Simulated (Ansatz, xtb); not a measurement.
C4H8Si2: 3 structures ranked

3 gas-phase structures of C4H8Si2, from a drawn sample of its isomers (lower ones may exist). Each was relaxed with GFN2-xTB:

A. `[SiH3][SiH]1C=CC=C1`, a singlet
B. `[SiH3]C1=CC=C[SiH2]1`, a singlet
C. `[SiH3]C1=C[SiH2]C=C1`, a singlet

Q: Estimate their order in r2SCAN-D4/def2-SVP energy at these geometries, lowest first.

A: Calculated order at r2SCAN-D4/def2-SVP: B (0.0), A (0.9), C (3.8) kcal/mol. Less than 1 kcal/mol parts B and A, so the order within that pair means little.

Energies above the lowest of each column, in kcal/mol; the last columns are at PBE-D3(BJ)/def2-SVP geometries:

```tsv
structure	GFN2-xTB	HF/STO-3G	r2SCAN-D4/def2-SVP	PBE-D3(BJ)/def2-SVP	CCSD(T)/def2-SVP + ΔMP2/def2-TZVPP
B	0.0	2.0	0.0	1.6	0.0
A	7.2	0.0	0.9	0.0	1.8
C	0.9	2.8	3.8	5.0	3.2
```

CCSD(T)/def2-SVP + ΔMP2/def2-TZVPP puts B lowest; HF/STO-3G picks A, PBE-D3(BJ)/def2-SVP picks A. ΔMP2 is the change of the MP2 energy from the smaller to the larger basis.

Programs: Ansatz 0.2.0, xtb 6.7.1.
